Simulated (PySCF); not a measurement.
**Electron correlation in Te²⁺ (tellurium, charge +2)**

[Kr] 4d10 5s2 5p2, high-spin 3P determinant. All numbers are calculated (PySCF 2.14, scalar relativity by spin-free X2C-1e, in aug-cc-pVQZ-DK3). Frozen: [Kr] 4d10; 4 electrons correlated.

| level | correlation energy (mhartree) |
| --- | --- |
| CCSD | -63.26 |
| (T) | -1.45 |
| CCSD(T) | -64.71 |

Diagnostics: T1 = 0.0065, D1 = 0.0168, largest double amplitude 0.090.

Is a single reference adequate?

Mostly. T1 lies below 0.03, but a double amplitude of this size points to a near-degeneracy that CCSD handles and MP2 describes poorly.
